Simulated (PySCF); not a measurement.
AlClH₄OSi, SMILES [OH][Al]([SiH3])[Cl]. Atoms are numbered in the order given.

```xyz
8

Al    -0.3826     0.1543     0.0000
Cl     0.9220     1.8199     0.0000
O     -2.0586     0.4238     0.0000
H     -2.5155     1.2700     0.0000
Si     0.4530    -2.1248     0.0000
H     -0.6655    -3.1167     0.0000
H      1.3041    -2.3701     1.2072
H      1.3041    -2.3701    -1.2072
```

The structure is a stationary point at r2SCAN-D4/def2-SVP. Other conformers were not sampled.

Computed with TDA-LC-ωPBE/def2-SVPD (PySCF).

Vertical excitations. The molecule is in vacuum. State labels are in the subgroup Cs.

Task: Give excitation energies, oscillator strengths and character. (The exact figures need the calculation; the answer reports its results.)

Result: 
| state | symmetry | energy (eV) | λ (nm) | f | main pairs |
|---|---|---|---|---|---|
| S1 | A" | 6.28 | 197 | 0.063 | HOMO→LUMO 95 % |
| S2 | A' | 7.33 | 169 | 0.232 | HOMO→LUMO+1 62 %, HOMO→LUMO+2 14 %, HOMO→LUMO+3 12 % |
| S3 | A" | 7.52 | 165 | 0.002 | HOMO−1→LUMO 90 % |
| S4 | A' | 7.53 | 165 | 0.287 | HOMO→LUMO+2 62 %, HOMO→LUMO+1 18 % |
| S5 | A' | 7.88 | 157 | 0.010 | HOMO−2→LUMO 66 %, HOMO−1→LUMO+1 17 % |
| S6 | A" | 8.06 | 154 | 0.001 | HOMO−2→LUMO+1 63 % |
| S7 | A" | 8.26 | 150 | 0.003 | HOMO−6→LUMO 66 %, HOMO−4→LUMO 16 % |
| S8 | A" | 8.29 | 150 | 0.004 | HOMO−4→LUMO 65 %, HOMO−6→LUMO 15 % |
| S9 | A' | 8.32 | 149 | 0.188 | HOMO−1→LUMO+1 34 %, HOMO−2→LUMO 19 %, HOMO−3→LUMO 18 %, HOMO−1→LUMO+2 6 % |
| S10 | A' | 8.44 | 147 | 0.155 | HOMO−3→LUMO 55 %, HOMO−1→LUMO+1 20 % |
| T1 | A" | 4.90 | 253 | 0 | HOMO→LUMO 92 % |
| T2 | A' | 6.16 | 201 | 0 | HOMO→LUMO+2 79 % |
| T3 | A' | 6.32 | 196 | 0 | HOMO→LUMO+1 60 %, HOMO→LUMO+3 16 %, HOMO→LUMO+4 11 % |
| T4 | A' | 7.15 | 173 | 0 | HOMO−2→LUMO 69 %, HOMO−3→LUMO 13 % |
Triplets are in the Tamm–Dancoff approximation.
